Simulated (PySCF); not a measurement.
PySCF 2.14 output of an unrestricted PBE calculation on a single atom or ion in aug-cc-pwCVTZ-PP with ECP60MDF (8s8p7d4f3g, 122 functions), with scalar relativity through the core potential:

```
SCF conv_tol = 1e-09
number electrons alpha = 8  beta = 4
    J. P. Perdew, K. Burke, and M. Ernzerhof.,  Phys. Rev. Lett. 77, 3865 (1996)
    J. P. Perdew, K. Burke, and M. Ernzerhof.,  Phys. Rev. Lett. 78, 1396 (1997)
    J. P. Perdew, K. Burke, and M. Ernzerhof.,  Phys. Rev. Lett. 77, 3865 (1996)
    J. P. Perdew, K. Burke, and M. Ernzerhof.,  Phys. Rev. Lett. 78, 1396 (1997)
cycle= 1 E= -66.4341470092741  delta_E= -0.00623  |g|= 0.0281  |ddm|= 0.223
cycle= 2 E= -66.4343767979491  delta_E= -0.00023  |g|= 0.0123  |ddm|= 0.0839
cycle= 3 E= -66.4344250151817  delta_E= -4.82e-05  |g|= 0.00113  |ddm|= 0.0226
cycle= 4 E= -66.4344253849667  delta_E= -3.7e-07  |g|= 0.000303  |ddm|= 0.00138
cycle= 5 E= -66.4344254180797  delta_E= -3.31e-08  |g|= 2.89e-05  |ddm|= 0.000274
cycle= 6 E= -66.4344254183474  delta_E= -2.68e-10  |g|= 4.57e-06  |ddm|= 3.72e-05
converged SCF energy = -66.4344254183474  <S^2> = 6.0008923  2S+1 = 5.0003569
```

The run itself started from symmetry-adapted Hartree-Fock orbitals and held the occupation by maximum overlap, on a logarithmic radial grid, so the iterations belong to that start.

Which element, charge and spin multiplicity is this?

W²⁺ (tungsten, charge +2), multiplicity 5; the state was [Xe] 4f14 5d4, high-spin 5D determinant.

Energies and moments cover only the electrons outside the core potential. Spin-orbit coupling, absent here, splits the open shell strongly.
